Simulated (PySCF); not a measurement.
# What a mistake does to a calculation on CH6OSi2

Calculated results; nothing here was measured. The program is PySCF 2.14.0, an open-source quantum chemistry code, run on an isolated molecule that a program drew, which may never have been made. The molecule is CH6OSi2 (charge 0, singlet), drawn as the SMILES string `[SiH2]=CO[SiH3]`.

Each row is a Hartree-Fock (HF) and frozen-core CCSD(T) single point in the cc-pV(D+d)Z basis, meant for a local HF minimum. Run 1 is clean. Each other run has one planted mistake out of seven kinds, and not every kind appears here: one electron removed, one electron added, multiplicity raised by two, geometry at a saddle point, minimal basis STO-3G, one bond length entered in bohr, all coordinates scaled. The reference is restricted for singlets and unrestricted otherwise, and also for a bond in bohr. Adding or removing an electron swaps singlet and doublet. Electrons count all cores. HOMO and LUMO are orbital energies over both spins, the gradient is its largest component, and the lowest frequency (negative if imaginary) is given only where the gradient is small. Bond lengths are over the 9 bonds as drawn. T1 is the CCSD diagnostic: over 0.02 (restricted) or 0.045 (unrestricted) a single reference is doubtful.

Geometry of the clean run:
```xyz
10
CH6OSi2, angstrom
Si   -0.6386    3.7278   -1.4283
C    -0.4497    2.0782   -1.0217
O     0.7042    1.3600   -1.1441
Si    1.2949    0.2590   -0.0553
H    -1.9683    4.3334   -1.2919
H     0.4372    4.5649   -1.9728
H    -1.3035    1.5193   -0.6398
H     0.2441   -0.7290    0.2777
H     2.4391   -0.3981   -0.7088
H     1.7274    0.9339    1.1873
```

| run | electrons | basis functions | <S^2> | HOMO (eV) | LUMO (eV) | gradient (hartree/bohr) | lowest frequency (cm^-1) | mean bond (Å) | longest bond (Å) | T1 | HF (hartree) | CCSD(T) (hartree) | mistake |
|---|---|---|---|---|---|---|---|---|---|---|---|---|---|
| 1 | 48 | 104 | 0.000 | -7.85 | 2.55 | 8.7e-06 | 33 | 1.4653 | 1.710 | 0.0145 | -694.04782 | -694.63974 | no fault |
| 2 | 48 | 104 | 1.224 | -7.89 | 2.51 | 4.3e-02 | - | 1.5730 | 2.059 | 0.0651 | -693.93421 | -694.51308 | one bond length entered in bohr |
| 3 | 48 | 104 | 0.000 | -7.82 | 2.49 | 7.3e-03 | - | 1.4814 | 1.728 | 0.0148 | -694.04657 | -694.64106 | ? |
| 4 | 48 | 34 | 0.000 | -4.39 | 7.86 | 4.8e-02 | - | 1.4653 | 1.710 | 0.0107 | -685.85007 | -686.10683 | ? |

**Which mistake was planted in run 3, and what did it cost?**

The mean and the longest bond both change by the same factor, 1.011, and the gradient is no longer small. So the mistake is: all coordinates scaled. Subtracting run 1 and multiplying by 627.51 kcal/mol a hartree, the energy moved by 0.8 kcal/mol in HF and -0.8 kcal/mol in CCSD(T).

**Which mistake was planted in run 4, and what did it cost?**

It has 34 basis functions where the clean run has 104, with the same electrons and geometry. So the mistake is: minimal basis STO-3G. Subtracting run 1 and multiplying by 627.51 kcal/mol a hartree, the energy moved by 5144.2 kcal/mol in HF and 5354.5 kcal/mol in CCSD(T).

Cautions from the logs. Run 2: T1 is over the limit, so its CCSD(T) energy is less reliable.
